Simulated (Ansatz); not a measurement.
Stepwise reaction of `[F][Ti]([F])([I])[I]` with hydrogen fluoride, as a gas-phase model of exchange steps in deposition or etching. ΔE in kJ/mol; ΔG adds harmonic PBE0-D4 terms to CCSD(T)/CBS, at 1 bar.

Gas-phase electronic energies from Ansatz, PBE0-D4/def2-TZVP geometries. CBS: MP2 limit from def2 TZ/QZ plus the TZ coupled-cluster correction, frozen cores. This one scheme is used for every species. DFT in def2-TZVPP. B3LYP here is the variant with VWN-RPA as its local correlation; programs differ in this. Elements past krypton have def2 core potentials. For I, Ti outer-core shells are correlated without core-valence functions, which leaves a few kJ/mol of doubt a bond. Scalar relativity is left out up to krypton.

```tsv
step	reaction	PBE-D4	B3LYP-D4	ωB97M-V	CCSD(T)/CBS	ΔG(400 K)
1	`[F][Ti]([F])([I])[I]` + H–F → `[F][Ti]([F])([F])[I]` + HI	-26.8	-30.3	-39.1	-12.7	-20.2
```

Question: Give the row of step 2, `[F][Ti]([F])([F])[I]` + H–F → `[F][Ti]([F])([F])[F]` + HI. (Estimate.)

Answer: Ansatz gave: 
| step | reaction | PBE-D4 | B3LYP-D4 | ωB97M-V | CCSD(T)/CBS | ΔG(400 K) |
| --- | --- | --- | --- | --- | --- | --- |
| 2 | `[F][Ti]([F])([F])[I]` + H–F → `[F][Ti]([F])([F])[F]` + HI | -30.7 | -34.4 | -41.2 | -22.8 | -26.8 |

Question: By hand: ΔE of the 2 steps together at CCSD(T)/CBS.

Answer: (-12.7) + (-22.8) = -35.5 kJ/mol, or -17.8 kJ/mol a step.

In ΔE each step is lower than the one before. All are downhill at CCSD(T)/CBS. ΔG lies between -26.8 and -20.2 kJ/mol a step. PBE-D4 differs from CCSD(T)/CBS by -14.1 to -7.9 kJ/mol a step. Only this route is followed, and other bonds may react first. Isolated molecules leave out the surface, adducts and barriers. Largest T1 diagnostic: 0.023.
